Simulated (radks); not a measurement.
The numbers below are computed, except where a source is named.
All-electron atom: O+ in [He] 2s2 2p3.

Level of theory: non-relativistic Kohn-Sham, r2SCAN, spin-polarised, spherical densities, point nucleus; open shells are filled with parallel spins first; meta-GGA in the generalised Kohn-Sham scheme (a radial shooting solver on a logarithmic mesh with Libxc functionals).

Energy parts (hartree):
| part | energy |
|---|---|
| total | -74.55949 |
| kinetic | 74.39798 |
| electron-nucleus | -172.86959 |
| Hartree | 31.99982 |
| exchange-correlation | -8.08770 |

Orbitals (lengths in bohr, moments of r in powers of bohr; r(max) is where P^2 peaks):
orbital  occ.  eigenvalue (hartree)  r(max)  <1/r>    <r^2>
1s up       1             -19.79523  0.1295  7.615  0.05406
1s down     1             -19.69158  0.1292  7.648  0.05323
2s up       1              -1.59919  0.8470  1.362    1.365
2s down     1              -1.31138  0.8745  1.284    1.520
2p up       3              -1.00326  0.7747  1.233    1.465
2p down     0              -0.71382  0.8330  1.141    1.790

The highest occupied level is 2p up at -27.300 eV. Virial ratio -V/T = 2.00217. The spin density at the nucleus is 0.096 e/bohr^3 (1s -1.126, 2s 1.222), a Fermi contact field of 5.05 T. The density falls to 0.001 e/bohr^3 at r = 2.82 bohr. Spin moment in Bohr magnetons: 3.
